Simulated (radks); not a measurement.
Values are calculated unless marked as measured or tabulated.
Species: Pb II. Configuration: [Hg] 6p0.5 5f0.5 (fractional occupations, a model configuration). Code: a radial shooting solver on a logarithmic mesh with Libxc functionals. Model: scalar-relativistic Kohn-Sham, BLYP, spin-polarised, spherical densities, finite nucleus; open shells are filled with parallel spins first (spin-orbit coupling, left out, can overturn this in heavy ions); Fermi nuclear charge, rms radius 5.5012 fm.

Normalised radial functions P(r) = r R(r), r in bohr:

```
   r/bohr * 5p down (the largest magnitude, 1.2, reaches the edge; | marks zero)
  0.00122                             *
 0.001721                             *
 0.002428                             *
 0.003425                             *
 0.004832                             |*
  0.00687                             |*
 0.009691                             | *
  0.01367                             |   *
  0.01928                             |    *
   0.0272                             |      *
  0.03837                             |      *
  0.05412                             |   *
  0.07634                           * |
   0.1077                    *        |
   0.1519                    *        |
   0.2143                             |  *
   0.3022                             |             *
   0.4297                             |      *
   0.6062              *              |
   0.8551  *                          |
    1.206         *                   |
    1.701                     *       |
      2.4                           * |
    3.385                             *
    4.775                             *
    6.736                             *
    9.501                             *
     13.4                             *
    18.91                             *
    26.67                             *
```

5p down: eigenvalue -96.186 eV, 3 radial nodes at r = 0.0693, 0.200, 0.486 bohr, <r> = 0.977 bohr, 90 % of the charge inside 1.41 bohr.
